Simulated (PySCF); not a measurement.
**Working out the ionisation energy of Fe**

Fe [Ar] 3d6 4s2 (5D) → Fe⁺ [Ar] 3d6 4s1 (6D). Computed with PySCF 2.14 in cc-pVTZ-DK (7s6p4d2f1g, 68 functions), with the spin-free X2C one-electron Hamiltonian (Gaussian nucleus). Frozen: [Ar]. Energies in hartree (1 hartree = 27.21139 eV):

| part | Fe (lower) | Fe⁺ (upper) |
| --- | --- | --- |
| UHF | -1271.347272 | -1271.110927 |
| MP2 opposite-spin | -0.094461 | -0.058347 |
| MP2 same-spin | -0.087909 | -0.086724 |

Problem. What does Hartree-Fock give?

Solution. (-1271.110927) − (-1271.347272) = 0.236345 hartree = 6.431 eV.

Problem. What do MP2 and SCS-MP2 (6/5 opposite-spin, 1/3 same-spin) give?

Solution. The opposite-spin parts differ by 0.983 eV and the same-spin parts by 0.032 eV. MP2: 6.431 + (0.983) + (0.032) = 7.446 eV. SCS-MP2: 6.431 + 1.2 × (0.983) + (0.032)/3 = 7.621 eV.

Measured between the centres of the two terms (NIST): 7.904 eV, so MP2 (valence) is off by -0.458 eV.

What remains against the reference includes basis incompleteness, the frozen core and correlation beyond second order.
